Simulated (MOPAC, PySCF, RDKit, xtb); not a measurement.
Noncovalent pair: CH3F (SMILES CF) (first 5 atoms) with C2H6 (SMILES CC); geometry from B3LYP-D3(BJ)/def2-TZVP, rigid monomers moved along the line of their centres of mass till F2···H12 is 3.12 Å.
(charge 0, multiplicity 1):
```csv
atom,x (Å),y (Å),z (Å)
C,-0.5235,0.4905,0.5044
F,-0.4228,-0.8457,0.8749
H,0.2810,1.0489,0.9841
H,-0.4358,0.5598,-0.5804
H,-1.4908,0.8732,0.8307
C,-0.5653,0.3520,4.5280
C,0.8496,-0.2189,4.5102
H,-0.9401,0.4571,5.5481
H,-1.2546,-0.2946,3.9829
H,-0.6014,1.3403,4.0638
H,1.5513,0.4372,5.0296
H,1.2067,-0.3549,3.4882
H,0.8867,-1.1946,4.9986
```

Interaction energies are E(AB) − E(A) − E(B) at the monomers' geometry in the complex; basis-set methods are counterpoise corrected. Rows marked so take none. RDKit's UFF carries no charges.

Rows in 6-31G* carry no dispersion term and start afresh at each structure (6-31G* with six Cartesian d functions). The state that PM6 reach isn't checked.

Programs: MOPAC for PM6 (differences of heats of formation); PySCF for 6-31G* rows; RDKit for the force fields; xtb for the GFN methods. 

**Question.** One of these levels gives -0.04 kcal/mol for the interaction energy. Name it.
(A) PM6
(B) UFF
(C) M06-2X/6-31G* (no counterpoise)
(D) GFN-FF

**Answer.** A, PM6. The others give -1.04 (UFF), -0.68 (GFN-FF), -1.37 (M06-2X/6-31G* (no counterpoise))
